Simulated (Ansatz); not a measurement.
TlF₂⁻. Total charge -1; singlet. Geometry PBE0-D4/def2-TZVPD; atoms count from 1.

```xyz
3

Tl   -0.703    0.031    0.641
F     0.326    1.666   -0.430
F     0.376   -1.697   -0.211
```

In the def2 sets Tl takes a core potential; there is no spin–orbit coupling. The structure comes from a short search, and lower isomers may exist.

Q: Estimate the Mulliken populations from the PBE0/def2-TZVPD orbitals of Ansatz.

A: 
| atom | charge (e) |
| --- | --- |
| Tl1 | 0.50 |
| F2 | -0.75 |
| F3 | -0.75 |
Mulliken values and Mayer orders depend strongly on the basis. With diffuse functions, as here, like atoms can get unlike values, and bond orders can come out too low or too high.

Q: And the Mayer bond orders between bonded heavy atoms (over 0.3)?

A: Tl1–F2 0.31 (2.21 Å); Tl1–F3 0.31 (2.21 Å).
